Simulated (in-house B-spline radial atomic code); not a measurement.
Results of a calculation; reference values are marked as such.
# Stopping of slow ions oscillates with Z: Zr to Xe at r_s = 2.67

A nucleus sits in a uniform electron gas with a rigid positive background. The Kohn-Sham equations are solved self-consistently in the spin-unpolarised LDA (PW92), non-relativistic, on B-splines with outgoing waves at the boundary and partial waves to l = 8. The model has no lattice, no bands and no magnetic solution. Atomic units; δ_l are the phase shifts at the Fermi level, counted so that each bound state adds π, and good to about 0.0005. A narrow, partly filled d or f resonance in a thin gas would split by spin, so such rows rest on a solution that is probably unstable.

The density parameter is r_s = 2.67 bohr, near that of the valence electrons of Cu (1 per atom, density 8.96 g/cm³, mass 63.55 u, which gives r_s = 2.67). The friction coefficient Q = n k_F σ_tr gives dE/dx = Q v for slow ions.

| ion | δ0/π | δ1/π | δ2/π | δ3/π | σ_tr (bohr²) | Q (a.u.) |
| --- | --- | --- | --- | --- | --- | --- |
| Zr | 3.830 | 2.947 | 1.473 | -0.004 | 124.03 | 1.1182 |
| Nb | 3.849 | 2.955 | 1.565 | -0.005 | 115.27 | 1.0392 |
| Mo | 3.865 | 2.963 | 1.657 | -0.005 | 90.84 | 0.8189 |
| Tc | 3.883 | 2.974 | 1.744 | -0.004 | 60.01 | 0.5410 |
| Ru | 3.908 | 2.991 | 1.825 | -0.001 | 33.31 | 0.3003 |
| Rh | 3.948 | 3.022 | 1.894 | 0.001 | 16.87 | 0.1521 |
| Pd | 4.007 | 3.072 | 1.947 | 0.005 | 10.64 | 0.0959 |
| Ag | 4.079 | 3.142 | 1.986 | 0.008 | 12.07 | 0.1089 |
| Cd | 4.156 | 3.226 | 2.016 | 0.010 | 19.50 | 0.1758 |
| In | 4.229 | 3.319 | 2.043 | 0.012 | 30.98 | 0.2793 |
| Sn | 4.298 | 3.414 | 2.069 | 0.015 | 43.40 | 0.3912 |
| Sb | 4.363 | 3.505 | 2.098 | 0.016 | 54.12 | 0.4879 |
| Te | 4.425 | 3.588 | 2.134 | 0.018 | 63.10 | 0.5689 |
| I | 4.485 | 3.661 | 2.179 | 0.018 | 72.57 | 0.6542 |
| Xe | 4.540 | 3.721 | 2.234 | 0.017 | 84.78 | 0.7643 |

Where are the largest and smallest frictions, and what do the phase shifts say there?

Largest: Zr, Q = 1.1182; smallest: Pd, Q = 0.0959, a ratio of 11.7. For the largest δ2/π = 1.47; it lies at the edge of the table, which can't show whether it is a peak. For the smallest the differences δ_l − δ_(l+1), measured from the nearest multiple of π, are 0.07π, 0.13π, 0.06π; σ_tr grows with the sines of these.

At equal speed, Lindhard and Scharff's formula, with silicon as an example target, scales as Z^(7/6)/(Z^(2/3) + 14^(2/3))^(3/2). How does its rise from the first ion to the last compare?

It rises smoothly by 1.1654/1.0100 = 1.15, while Q changes by 0.764/1.118 = 0.68. The statistical formula averages over shells, so it can't show the oscillation.
